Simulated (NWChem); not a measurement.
System: CH4N anion

The following NWChem deck was run.

```
start job
memory heap 200 mb stack 900 mb global 1100 mb
charge -1
geometry units angstroms noautosym nocenter noautoz
  C     -0.009832    -0.599118     0.000000
  N     -0.085904     0.817773     0.000000
  H      0.494944    -1.113780    -0.890378
  H     -1.034918    -1.038323     0.000000
  H      0.494944    -1.113780     0.890378
  H      0.868813     1.193471     0.000000
end
basis spherical
  C library aug-cc-pvdz
  N library aug-cc-pvdz
  H library aug-cc-pvdz
end
dft
  xc m05-2x
  iterations 150
end
cosmo
  do_cosmo_smd true
  solvent hexane
end
task dft energy
```

Coordinates come from a B3LYP/def2-SVPD optimisation. The gas-phase anion has a positive highest level at the geometry level, so the gas reference is doubtful. Solvent: n-hexane.

Level: M05-2X/aug-cc-pVDZ with SMD (1 M gas to 1 M solution), gas-phase geometry. Reactions with the solvent are ignored.

Task: What results follow from this input? (M05-2X/aug-cc-pVDZ, SMD on the gas-phase geometry.) Quantities: solvation free energy (kcal/mol); cavity-dispersion-structure term (kcal/mol).

Result: The solvation free energy (kcal/mol) is -35.4. The cavity-dispersion-structure term (kcal/mol) is 0.6.
